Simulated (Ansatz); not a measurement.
Species: sum formula H₂BO₂, net charge 0, doublet state. It need not be the lowest isomer of its formula. SMILES: O[B]O
Structure (B3LYP-D3(BJ)/def2-TZVP (Ansatz, a program for electronic structure) minimum search):
```
B
O 1 1.3477
H 2 0.9710 1 116.96
O 1 1.3477 2 129.88 3 0.00
H 4 0.9710 1 116.96 2 0.00
```
Charge 0, spin multiplicity 2.

Quantity: vertical electron affinity (to the singlet state of charge -1; a negative value means that the extra electron is unbound and the number depends on the basis; each state is the SCF solution reached for its spin; for the singlet the Hartree-Fock reference is unstable and T1 is 0.030), in eV. Valence correlation only, unless marked. UHF or UKS for open shells. Spin-orbit coupling is left out. Non-relativistic. Anions need diffuse functions: aug- sets have them; def2-D sets add few. CBS marks a two-point X^-3 extrapolation of the correlation energy; Hartree-Fock from the larger set. [CCSD(T)-MP2]/basis is that difference in the basis named.

```json
[
 {"level": "HF/aug-cc-pVQZ", "program": "Ansatz", "vertical electron affinity (eV)": "-1.18"},
 {"level": "r2SCAN/def2-TZVPD", "program": "Ansatz", "vertical electron affinity (eV)": "0.15"},
 {"level": "wB97M-V/def2-TZVPD", "program": "Ansatz", "vertical electron affinity (eV)": "0.30"},
 {"level": "wB97X-V/def2-TZVPD", "program": "Ansatz", "vertical electron affinity (eV)": "0.10"},
 {"level": "wB97X/def2-TZVPD", "program": "Ansatz", "vertical electron affinity (eV)": "0.15"},
 {"level": "MP2/aug-cc-pVTZ", "program": "Ansatz", "vertical electron affinity (eV)": "0.33"},
 {"level": "RI-MP2/aug-cc-pVTZ", "program": "Ansatz", "vertical electron affinity (eV)": "0.33"},
 {"level": "SCS-MP2/aug-cc-pVTZ", "program": "Ansatz", "vertical electron affinity (eV)": "0.32"},
 {"level": "CCSD/aug-cc-pVTZ", "program": "Ansatz", "vertical electron affinity (eV)": "0.24"},
 {"level": "RI-MP2/CBS(aug-cc-pVTZ,aug-cc-pVQZ)+[CCSD(T)-MP2]/aug-cc-pVTZ", "program": "Ansatz", "vertical electron affinity (eV)": "0.49"}
]
```
